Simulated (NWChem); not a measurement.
Molecule: HfNHClF; SMILES [NH]=[Hf]([F])[Cl]

Computed with NWChem. Medium grid unless said otherwise, to which SCAN and Minnesota functionals are sensitive. The geometry was optimised at PBE0/def2-SVP. def2 effective core potentials on Hf; no spin-orbit coupling. Hybrids' shares of exact exchange are those that their runs print; pure functionals count as 0. The functionals differ in more than this share.

```
row              share of exact exchange  highest occupied level (eV)
---------------  -----------------------  ---------------------------
PBE/def2-SVP                        0.00                        -5.80
PW91/def2-SVP                       0.00                        -5.86
B3LYP/def2-SVP                      0.20                     withheld
PW6B95/def2-SVP                     0.28                        -7.25
MN15/def2-SVP                       0.44                        -7.87
```

Fit a straight line of the last column on the one before it, predict the withheld value, and compare with the run.


1. Means of the 4 shown rows: x = 0.180, y = -6.695. Slope Σ(x − x̄)(y − ȳ)/Σ(x − x̄)² = -0.6724/0.1424 = -4.722; intercept -5.845.
2. The shown rows scatter about the line by 0.055 (root mean square); the largest residual is -0.08, at PW6B95/def2-SVP.
3. At x = 0.20 (B3LYP/def2-SVP; inside the shown range) the line gives -6.79.
4. The run gives -6.87, -0.08 from the line, 1.5 times the scatter.
